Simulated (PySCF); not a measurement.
Values are calculated unless marked as measured or tabulated.
C2H5F2Si

C2H5F2Si is a small molecule (built as: C site whose three back bonds go to CH2SiH3, F, F), neutral, doublet. The structure, one conformer, was relaxed in the gas phase by PBE0-D3(BJ)/def2-SVP. No frequency run checks that it is a minimum.

SMILES: F[C](F)C[SiH3]

```xyz
10

C    -0.623   -1.212    0.853
C    -0.820    0.034    0.075
Si    0.785    0.801   -0.626
F    -0.093   -2.227    0.178
F     0.010   -1.065    2.012
H    -1.498   -0.169   -0.769
H    -1.311    0.781    0.717
H     1.397   -0.117   -1.630
H     1.757    1.051    0.478
H     0.438    2.095   -1.286
```
Atoms count from 1 in this order.

EPR values by unrestricted B3LYP, IGLO-III on C F Si, pcH-1 on H.

(1) Predict g and the largest hyperfine couplings. Where does the spin sit?

(2) How do the isotropic couplings move with BHandHLYP?

Answers

(1) g = 2.0019, 2.0045, 2.0050. The spin sits on C1 (89 %, bonded to 1 C + 2 F) by Mulliken populations.
```json
{"atom": "F5", "isotope": "19F", "isotropic (MHz)": "258.8", "dipolar, principal values (MHz)": "-201.1, -182.6, 383.7"}
{"atom": "F4", "isotope": "19F", "isotropic (MHz)": "261.4", "dipolar, principal values (MHz)": "-199.1, -180.6, 379.7"}
{"atom": "C1", "isotope": "13C", "isotropic (MHz)": "414.4", "dipolar, principal values (MHz)": "-74.7, -74.2, 148.9"}
{"atom": "Si3", "isotope": "29Si", "isotropic (MHz)": "-68.9", "dipolar, principal values (MHz)": "-18.1, 8.9, 9.3"}
{"atom": "C2", "isotope": "13C", "isotropic (MHz)": "25.3", "dipolar, principal values (MHz)": "-5.9, -5.5, 11.5"}
{"atom": "H6", "isotope": "1H", "isotropic (MHz)": "20.8", "dipolar, principal values (MHz)": "-6.4, -5.3, 11.8"}
```

(2) F5 258.8 to 298.4 MHz, F4 261.4 to 300.5 MHz, C1 414.4 to 459.1 MHz, Si3 -68.9 to -67.2 MHz.

The 2 runs behind this took 61 s in all, one thread each of AMD EPYC 7R43 64-Core on a shared host, launched as `OMP_NUM_THREADS=1 python cluster_run.py task.json out`.
